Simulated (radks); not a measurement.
Question: These are the eigenvalues of the occupied orbitals of an atom or ion with whole-number occupations (eV). All-electron calculation, scalar-relativistic Kohn-Sham, LDA (Slater exchange, VWN5 correlation), spin-polarised, spherical densities, finite nucleus; Fermi nuclear charge, rms radius of each element as measured or else 0.836 A^(1/3) + 0.57 fm. Program: a radial shooting solver on a logarithmic mesh with Libxc functionals.

1s down: -4855.799
1s up: -4855.797
2s up: -535.4894
2s down: -534.9037
2p up: -443.9369
2p down: -443.4783
3s up: -62.8708
3s down: -61.2110
3p up: -39.3903
3p down: -37.7555
3d up: -5.0040
4s up: -4.8057
4s down: -4.2976

Which element is it, and in what charge state? The configuration may be excited. Open shells, if any, are filled with parallel spins first.

Answer: Z = 22, titanium, charge 0: Ti in [Ar] 3d2 4s2. The list shows which subshells hold electrons but not how many an open one holds; the 1s level, -178.45 hartree, gives Z - s = 18.9 by -(Z - s)^2/2, which with screening and relativity narrows Z to a few neighbours, and the depths of the outer levels then fix element, charge and occupations together.
